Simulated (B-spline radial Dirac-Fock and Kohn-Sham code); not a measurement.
**Dipole and non-dipole photoemission parameters of Cs 3d5/2**

System: neutral cesium, configuration [Xe] 6s1; threshold 726.6 eV (tabulated edge). Method: Dirac-Hartree-Slater photoionisation with a Latter tail; cross sections with all multipoles, angular parameters from the dipole term and its interference with E2. Computed with an atomic code on a B-spline grid.

The run's input, task.json:

```json
{"items": [{
  "Z": 55,
  "q": 0,
  "cfg": [[1, 0, 2], [2, 0, 2], [2, 1, 6], [3, 0, 2], [3, 1, 6], [3, 2, 10], [4, 0, 2], [4, 1, 6], [4, 2, 10], [5, 0, 2], [5, 1, 6], [6, 0, 1]],
  "A": 133,
  "rrms": 4.8041,
  "do": "xps",
  "hv": [52.6, 80, 95.0, 126.0, 150, 152.0, 160.0, 176.0, 189.0, 200, 218.0, 223.0, 238.0, 277.0, 300, 312.0, 587.0, 998.0, 1240.0, 1486.9, 1880.0, 2530.0, 4000, 5280.0, 5480.0, 7670.0, 8047.8, 10900.0, 12000, 13000.0],
  "edges": {"K": 35985.0, "L1": 5714.0, "L2": 5359.0, "L3": 5012.0, "M1": 1211.0, "M2": 1071.0, "M3": 1003.0, "M4": 740.5, "M5": 726.6, "N1": 232.3, "N2": 172.4, "N3": 161.3, "N4": 79.8, "N5": 77.5}
}]}
```

Run with: `python xray2_run.py task.json out`

For linearly polarised light dσ/dΩ = σ/(4π) [1 + β P₂(cos θ) + (δ + γ cos²θ) sin θ cos φ], with θ from the polarisation vector and φ the angle between the beam and the projection of the electron momentum on the plane normal to the polarisation.

```tsv
hν (eV)	σ (kb)	β	γ	δ
998	873	0.781	-0.104	0.006
1240	515	1.034	-0.056	0.025
1486.9	320	1.146	0.034	0.039
1880	165	1.212	0.190	0.054
2530	68.5	1.218	0.425	0.075
4000	15.9	1.123	0.817	0.120
5280	6.20	1.031	1.053	0.159
5480	5.45	1.017	1.084	0.165
7670	1.65	0.889	1.352	0.233
8047.8	1.39	0.870	1.389	0.244
10900	?	?	?	?
12000	0.310	0.713	1.674	0.359
13000	0.228	0.682	1.724	0.387
```

**Question.** Give the values at 10900 eV.

**Answer.** σ = 0.448 kb, β = 0.750, γ = 1.610, δ = 0.328.
